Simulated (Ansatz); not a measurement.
Total energies of C2H7GaO (`[CH3][GaH][CH2]O`).

```csv
atom,x (Å),y (Å),z (Å)
C1,0.9679,0.7816,-1.2894
Ga2,0.3590,-0.8362,-0.3417
C3,-0.9435,-0.6398,1.1526
O4,-1.5227,0.6527,1.2926
H5,0.2484,1.5988,-1.2074
H6,1.9161,1.1234,-0.8611
H7,1.1492,0.5785,-2.3466
H8,0.9161,-2.2617,-0.7203
H9,-0.4902,-0.9771,2.0983
H10,-1.7744,-1.3302,0.9738
H11,-0.8260,1.3101,1.2493
```

The species carries charge 0 and has multiplicity 1. Correlated methods include outer-core shells of Ga, which these sets cover unevenly. Scalar relativity is left out up to krypton. The geometry is a stationary point of PBE0-D4/def2-TZVP. It is one conformer, not always the lowest. Basis def2-TZVPP, Ansatz 0.2.0.

RPA on PBE orbitals: Hartree–Fock energy of these orbitals -2077.89453 Eh, correlation -1.34104 Eh (frozen core).

```csv
functional,energy without D4 (Eh),D4 term (kJ/mol)
LDA (SPW92),-2076.19890,–
PBE,-2080.05042,-18.1
revPBE,-2080.35005,-54.5
BLYP,-2080.54572,-39.5
r2SCAN,-2080.43920,-4.4
B97M-V,-2080.14693,–
PBE0,-2080.10477,-15.3
B3LYP,-2080.59874,-29.1
r2SCANh,-2080.42073,-4.7
r2SCAN0,-2080.39451,-5.2
HSE06 (plane-wave form),-2080.09553,-14.3
BHLYP,-2080.42055,-22.8
CAM-B3LYP,-2080.58630,-15.5
LC-ωPBE,-2080.20157,–
ωB97X-V,-2080.31384,–
ωB97M-V,-2080.35774,–
B2PLYP,-2080.04564,–
PBE-QIDH,-2079.74704,–
```

B3LYP takes the VWN-RPA correlation (the form of Gaussian; ORCA's B3LYP/G). HSE06 is the plane-wave form, built on full-range PBE exchange. The double hybrids freeze the cores in their second-order part.

LC-ωPBE has ω = 0.4 bohr⁻¹.
